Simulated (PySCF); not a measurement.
H7P3Si.
Atom-mapped SMILES: `[PH2:1][SiH:2]([PH2:3])[PH2:4]` (hydrogens: H5, H6 on P1; H7 on Si2; H8, H9 on P3; H10, H11 on P4)

Method used: EOM-IP-CCSD/aug-cc-pVDZ in PySCF, restricted Hartree–Fock reference, 20 core orbitals frozen, non-relativistic, gas phase, PBE0-D3(BJ)/def2-SVP geometry.

Hartree–Fock orbital energies give these Koopmans values (eV): HOMO/HOMO-1 9.76, HOMO-2 10.73, HOMO-3 12.28, HOMO-4/HOMO-5 12.68.

What vertical ionisation energies does EOM-IP-CCSD give?

```tsv
leading hole (HF orbital)	Koopmans (eV)	EOM-IP-CCSD (eV)	change (eV)	one-hole share
HOMO/HOMO-1	9.76	9.27	-0.49	0.95
HOMO-2	10.73	10.12	-0.61	0.94
HOMO-3	12.28	11.36	-0.92	0.94
HOMO-4/HOMO-5	12.68	11.86	-0.82	0.94
```

Does the order of the lines follow the orbital energies?

Yes, no two lines change places. The corrections run from -0.92 to -0.49 eV, with a mean of -0.71 eV over the 4 lines; no line lies above its Koopmans value.

At what kinetic energies would He I light (21.22 eV) eject these electrons?

11.95 eV (HOMO/HOMO-1), 11.10 eV (HOMO-2), 9.86 eV (HOMO-3), 9.36 eV (HOMO-4/HOMO-5).

One root was sought for each valence orbital with −ε under 21 eV, eight at most, so deeper holes and satellites are missing; no vibrational structure.

Conformer computed: `[PH2:1][SiH:2]([PH2:3])[PH2:4]`: H–P1–Si2–P3 52°, H–P1–Si2–P3 -42°, H–P3–Si2–P1 -167°, H–P3–Si2–P1 -73°, H–P4–Si2–P1 -42°, H–P4–Si2–P1 52°.

One conformer stands for the species.
